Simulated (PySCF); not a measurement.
Species: C4H7ClSi.
Structure used (PBE0-D3(BJ)/def2-SVP), in Å, numbered top down from 1:
```xyz
13
C4H7ClSi angstrom
C      1.549   -1.182   -1.241
C      0.549   -1.767   -0.885
C     -0.668   -2.464   -0.504
Si    -2.171   -1.288   -0.733
C     -0.798   -3.762   -1.302
Cl    -2.305   -4.631   -0.896
H      2.437   -0.661   -1.548
H     -0.627   -2.714    0.572
H     -1.767    0.066   -0.257
H     -3.345   -1.756    0.056
H     -2.510   -1.236   -2.186
H      0.038   -4.442   -1.092
H     -0.820   -3.556   -2.381
```

Computed, not measured: PBE0-D3(BJ)/def2-SVP geometry optimisation, gas phase in PySCF.

Take the most abundant isotopes and a rigid rotor. The values belong to one conformer with, in the numbering `[CH:1]#[C:2][C@@H:3]([SiH3:4])[CH2:5][Cl:6]`, C2–C3–C5–Cl6 -179°.

(1) Give the principal moments of inertia and the rotational constants in MHz.

(2) Classify the top.

(3) Is it planar, by Δ = Ic − Ia − Ib?

(4) Predict some low-J microwave lines.

Answers

(1) Ia = 151.10, Ib = 354.67, Ic = 483.81 u·Å²; 505379 MHz·u·Å²/I gives A = 3345, B = 1425, C = 1045 MHz.

(2) An asymmetric top. Ray's parameter κ = (2B − A − C)/(A − C) = -0.669; −1 is the prolate and +1 the oblate limit.

(3) Not planar: Δ = Ic − Ia − Ib = -21.96 u·Å². For a rigid frame Δ = −2 Σ m c², so Σ m c² = 10.98 u·Å² lies off the ab plane: 7.25 from hydrogen and 3.73 from heavier atoms. The atom farthest from that plane is 1.56 Å away.

(4) The dipole components are |μa| = 1.06 D, |μb| = 0.68 D, |μc| = 0.05 D. Intensities carry the squares of the components, which stand as 1.00 : 0.41 : 0.00 (a : b : c). Some of the stronger lines:

```tsv
type	branch	J(Ka,Kc)	MHz	lower level (cm⁻¹)
a	Q	2(1,1) ← 2(1,2)	1141	0.298
b	R	3(1,2) ← 2(2,1)	2185	0.529
a	Q	3(1,2) ← 3(1,3)	2278	0.526
b	Q	1(1,0) ← 1(0,1)	2300	0.082
b	Q	2(1,1) ← 2(0,2)	2732	0.245
b	Q	3(1,2) ← 3(0,3)	3466	0.486
b	R	1(1,1) ← 0(0,0)	4389	0.000
a	R	2(0,2) ← 1(0,1)	4888	0.082
a	R	2(1,1) ← 1(1,0)	5319	0.159
b	R	3(0,3) ← 2(1,2)	5619	0.298
b	Q	2(2,1) ← 2(1,2)	6900	0.298
a	R	3(0,3) ← 2(0,2)	7210	0.245
a	R	3(2,1) ← 2(2,0)	7607	0.530
a	R	3(1,2) ← 2(1,1)	7945	0.337
b	R	3(1,3) ← 2(0,2)	8398	0.245
b	R	2(2,1) ← 1(1,0)	11079	0.159
b	R	2(2,0) ← 1(1,1)	11510	0.146
b	R	3(2,1) ← 2(1,2)	14558	0.298
b	R	3(3,1) ← 2(2,0)	17937	0.530
b	R	3(3,0) ← 2(2,1)	17992	0.529
```

PBE0-D3(BJ)/def2-SVP frequencies: not computed here. Zero-point vibration and centrifugal distortion are left out. A rigid rotor knows nothing of internal rotation, which can split or shift real lines. Quadrupole hyperfine structure (35Cl) is left out.

Time: 31 s; peak memory 0.50 GiB. Hardware: one thread of an Arm Neoverse V1, no GPU (shared host). These figures are those of the optimisation.
